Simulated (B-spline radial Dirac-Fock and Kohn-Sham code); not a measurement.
**Photoabsorption cross section of Co²⁺ by shell**

System: Co²⁺ in the configuration 1s2 2s2 2p6 3s2 3p6 3d7.

The computed values come from a B-spline atomic structure program: the independent-particle Dirac-Slater model, thresholds from Dirac-Fock.

Computed thresholds (eV): K 7743.8, L1 963.6, L2 829.6, L3 815.1, M1 140.0, M2 98.44, M3 96.62, M4 33.26, M5 33.05.

```
photon energy (eV)  total (b)  K (%)  L (%)  M (%)
               128  4.697e+06      –      –  100.0
               163  3.713e+06      –      –  100.0
               174  3.391e+06      –      –  100.0
               323  1.205e+06      –      –  100.0
               622     315900      –      –  100.0
               778     192100      –      –  100.0
               858  1.234e+06      –   87.6   12.4
               959     935400      –   87.3   12.7
              1060     849400      –   89.0   11.0
              1190     645700      –   89.0   11.0
              1240     584400      –   89.0   11.0
              1250     573000      –   89.0   11.0
              3220      49600      –   88.4   11.6
              7000       5816      –   87.9   12.1
              7780      34850   87.6   10.9    1.5
              9580      20230   88.2   10.4    1.4
             10100      17590   88.3   10.3    1.4
             35700      503.7   89.8    9.0    1.3
             38300      409.1   89.8    8.9    1.3
             58400      115.4   89.9    8.8    1.3
             82600      40.15   89.9    8.8    1.3
            112000      15.77   90.0    8.8    1.3
            130000      9.974   90.0    8.7    1.3
```

Task: With what power of the photon energy does the total fall between 112000 and 130000 eV?

Result: As E^-3.07. The non-relativistic Born limit for an s electron far above threshold is E^-3.5; near threshold and at relativistic energies the fall is slower.

Run: 2.6 s of CPU time on 1 thread of Neoverse-V1 (shared host), peak memory 0.44 GiB.
